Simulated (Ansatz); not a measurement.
Two isomers of C2H7NSi2: A = `C1=N[SiH2]C[SiH2]1`, B = `[SiH3]/N=C1\C[SiH2]1`.

Computed with Ansatz on PBE0-D4/def2-TZVP structures; ΔE is electronic, products minus reactants. CBS: MP2 limit from def2 TZ/QZ plus the TZ coupled-cluster correction, frozen cores. DFT in def2-TZVPP.

Q: Which isomer does CCSD(T)/CBS put lower? Give the gap. (An estimate is asked.)

A: The calculation gave: A, by 52.1 kcal/mol.

Q: Give E(B) − E(A) in kcal/mol with r2SCAN-D4, HF/def2-TZVPP, PBE0-D4, ωB97M-V, B2PLYP, MP2/def2-TZVPP, CCSD/def2-TZVPP. (An estimate is asked.)

A: Computed: r2SCAN-D4 49.0, HF/def2-TZVPP 53.2, PBE0-D4 50.4, ωB97M-V 51.5, B2PLYP 49.6, MP2/def2-TZVPP 51.8, CCSD/def2-TZVPP 51.9. None reverses the order clearly.

Largest T1 diagnostic: 0.014.

From PBE to PBE0 (25 % exact exchange), in def2-TZVPP and without D4, E(B) − E(A) moves by +3.4 kcal/mol. In def2-TZVPP, CCSD(T) changes the Hartree–Fock value by −1.9 kcal/mol (the triples alone add −0.6 kcal/mol) and MP2 by −1.4 kcal/mol.
